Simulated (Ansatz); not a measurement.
Energy profile

The step: Si₂H₆O ([OH][SiH2][SiH3]) + NH₃ → Si₂NH₇ ([NH2][SiH2][SiH3]) + H₂O; bonds formed: Si1–N7, O2–H6; bonds broken: Si1–O2, H6–N7 (atoms numbered as in the saddle structure below).

```xyz
13
angstrom
Si -0.4304 0.6610 -0.2411
O 1.0844 0.2308 1.1424
H -1.2591 0.9354 -1.4862
H -0.6317 1.9500 0.4743
Si -1.2773 -1.3595 0.5586
H 1.6322 0.4617 -0.0175
N 1.2227 0.5833 -1.1288
H 1.1813 0.8314 1.8834
H -2.5940 -1.7258 -0.0392
H -0.3089 -2.4341 0.1960
H -1.4212 -1.3320 2.0374
H 1.3429 -0.2217 -1.7317
H 1.4589 1.4196 -1.6479
```

Electronic energies by CCSD(T) at an estimated basis limit (MP2 extrapolated from triple and quadruple zeta, plus CCSD(T) − MP2 in triple zeta), on PBE0-D4/def2-TZVP structures; Si$_{2}$NH$_{9}$O, closed shell; no counterpoise correction. Ansatz 0.2.0; basis: def2-TZVPP and def2-QZVPP; cores frozen in the correlated methods. Extrapolation: Hartree–Fock as exp(−7.88 √X), correlation as X^−2.97.

**Question.** Give the profile in eV, counted from the separated reactants. (Judge from chemistry; the value comes from the calculation.)

**Answer.** By the calculation:
```json
{"point": "separated: Si$_{2}$H$_{6}$O (linked as [OH][SiH2][SiH3]; Si1, O2, H3, H4, Si5, H8, H9, H10, H11; singlet) + NH$_{3}$ (H6, N7, H12, H13; singlet)", "eV": "0.000"}
{"point": "start structure", "eV": "-0.181"}
{"point": "saddle", "eV": "1.289"}
{"point": "end structure", "eV": "0.171"}
{"point": "separated: Si$_{2}$NH$_{7}$ (linked as [NH2][SiH2][SiH3]; Si1, H3, H4, Si5, N7, H9, H10, H11, H12, H13; singlet) + H$_{2}$O (O2, H6, H8; singlet)", "eV": "0.403"}
```

T1 diagnostic: at most 0.013.

For scale, one of the runs: CCSD(T)/def2-TZVPP, 272 basis functions, launched by `ansatz run in.yaml --threads 8 --pin off --events-out ev --progress --plain --max-ram 19148MiB`. Time: 27 s of wall clock on 8 CPU threads of an AMD EPYC 9R45; the host was shared. Peak host memory: 6.9 GiB.
